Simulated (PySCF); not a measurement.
A series of related compounds: `[H][Al]([H])([H])<-[AsH3]`, AlAsH6; Al(PH3)H3 (SMILES [H][Al]([H])([H])<-[PH3]); Al(H2S)H3 ([H][Al]([H])([H])<-[SH2], AlH5S); Al(NH3)H3 (SMILES [H][Al]([H])([H])<-[NH3]); SMILES [H][Al]([H])([H])<-[NH2]C, CH8AlN; Al(CO)H3, CH3AlO; SMILES [H][Al]([H])([H])<-[OH2], AlH5O.

Theoretical values (PySCF 2.14.0 with density-fitted response routines): shielding tensors at B3LYP/pcSseg-1 (pcSseg-2 on Al) (GIAO), structure optimised with PBE0-D3(BJ)/def2-SVP. No relativistic terms, one averaged value for each set of equivalent atoms, no solvent, single conformer.

δ = σ(ref) − σ, references computed at the same level: ²⁷Al (σref 571.15) against [Al(H2O)6]3+.

**Question.** How does the ²⁷Al shift change along the series?

**Answer.** 
```json
{"compound": "Al(AsH3)H3", "change": "donor: NH3 to AsH3", "δ (ppm)": "138.2", "HOMO–LUMO gap (eV)": "7.01"}
{"compound": "Al(PH3)H3", "change": "donor: NH3 to PH3", "δ (ppm)": "129.4", "HOMO–LUMO gap (eV)": "7.16"}
{"compound": "Al(H2S)H3", "change": "donor: NH3 to H2S", "δ (ppm)": "166.0", "HOMO–LUMO gap (eV)": "6.84"}
{"compound": "Al(NH3)H3", "change": "base", "δ (ppm)": "153.9", "HOMO–LUMO gap (eV)": "6.59"}
{"compound": "Al(NH2Me)H3", "change": "donor: NH3 to NH2Me", "δ (ppm)": "157.4", "HOMO–LUMO gap (eV)": "6.86"}
{"compound": "Al(CO)H3", "change": "donor: NH3 to CO", "δ (ppm)": "108.7", "HOMO–LUMO gap (eV)": "5.63"}
{"compound": "Al(H2O)H3", "change": "donor: NH3 to H2O", "δ (ppm)": "180.6", "HOMO–LUMO gap (eV)": "6.25"}
```

Relativistic effects, spin–orbit coupling among them, are left out; they matter for As and for the light atoms bonded to it.
